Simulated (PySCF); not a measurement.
Delta-SCF ions had no search for a lower state. 

Cartesian coordinates (Å):
```xyz
15

B      2.1234     1.3510     0.2291
C      1.4672     0.0354    -0.1716
C      0.1494    -0.2741    -0.1193
C     -0.3333    -1.6232    -0.5555
C     -0.8540     0.6769     0.3575
C     -2.1573     0.4333     0.4316
H      1.5064     2.2802     0.6474
H      3.3054     1.4717     0.1275
H      2.1094    -0.7579    -0.5454
H     -0.8470    -2.1348     0.2605
H     -1.0481    -1.5333    -1.3757
H      0.4955    -2.2441    -0.8858
H     -0.4832     1.6434     0.6672
H     -2.5923    -0.5122     0.1373
H     -2.8415     1.1876     0.7952
```
Charge 0, multiplicity 1.

Question: Estimate the HOMO–LUMO gap, S1 oscillator strength and vertical ionisation energy (Delta-SCF) that PySCF with CAM-B3LYP-D3(BJ)/def2-TZVP returns for this input.

Answer: 
```json
{
  "HOMO–LUMO gap": "7.25 eV",
  "S1 oscillator strength": "0.627",
  "vertical ionisation energy (Delta-SCF)": "9.09 eV"
}
```
